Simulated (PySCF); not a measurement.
C₂H₇S, SMILES CC[SH2+], charge +1. Heavy atoms are numbered as in [CH3:1][CH2:2][SH2+:3]. Hydrogens are named by the atom that carries them.

Geometry optimised at r2SCAN-D4/def2-SVP. The isomer is the one that the SMILES or the coordinates give; other isomers of the formula were not compared.

Level of theory: PySCF with PBE0/pcSseg-1.

GIAO shieldings, no solvent; atoms alike by connectivity are averaged. δ = σ(ref) − σ: ¹³C against TMS (σ = 186.3 ppm); ³³S against H2S (σ = 716.7 ppm); ¹H against TMS (σ = 31.56 ppm), references at their B3LYP-D3(BJ)/def2-TZVP geometries, non-relativistic.

Question: Estimate the chemical shifts. (An estimate is asked for; the answer gives what the named calculation found.)

Answer: 
```json
[
 {"nucleus": "¹³C", "atoms": "C2 (CH2)", "count": "1", "δ (ppm)": "42.5"},
 {"nucleus": "¹³C", "atoms": "C1 (CH3)", "count": "1", "δ (ppm)": "22.5"},
 {"nucleus": "³³S", "atoms": "S3 (SH2)", "count": "1", "δ (ppm)": "223.6"},
 {"nucleus": "¹H", "atoms": "H on S3", "count": "2", "δ (ppm)": "5.63"},
 {"nucleus": "¹H", "atoms": "H on C2", "count": "2", "δ (ppm)": "3.95"},
 {"nucleus": "¹H", "atoms": "H on C1", "count": "3", "δ (ppm)": "2.41"}
]
```
